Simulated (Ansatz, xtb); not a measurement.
# Relaxing a trial structure of GeHO+

The starting geometry of this gas-phase singlet has its atoms placed at random.

```xyz
3

Ge    0.3231    0.8758    0.9322
O     0.1054   -0.3127   -0.8064
H     0.9070   -0.6571   -0.8523
```

Question: One run relaxed it with r2SCAN-D4/def2-SVP. What is a likely outcome?

Answer: It ends as `[OH+]=[Ge]`. Distances that change by over a tenth: Ge1–O2 (2.12 → 1.67 Å), O2–H3 (0.87 → 0.97 Å).

The energy falls by 2.14 eV over 8 steps:

| step | E − E(last) (eV) |
| --- | --- |
| 1 | 2.135 |
| 2 | 0.347 |
| 3 | 0.262 |
| 4 | 0.180 |
| 5 | 0.114 |
| 6 | 0.004 |
| 7 | 0.000 |
| 8 | 0.000 |

Final geometry (Å):

```xyz
3

Ge    0.0988    0.8778    0.8161
O     0.5012   -0.1785   -0.4135
H     0.7354   -0.7933   -1.1291
```

From the same start GFN2-xTB reaches the same bonding as this run.

From so rough a start the end depends on the optimiser's path, so another program may land elsewhere. No frequencies were run, so the end isn't proven a minimum. Run with Ansatz 0.2.0, 13 s on 1 thread of Intel(R) Xeon(R) Processor @ 2.50GHz (Skylake/Cascade Lake) (shared host).
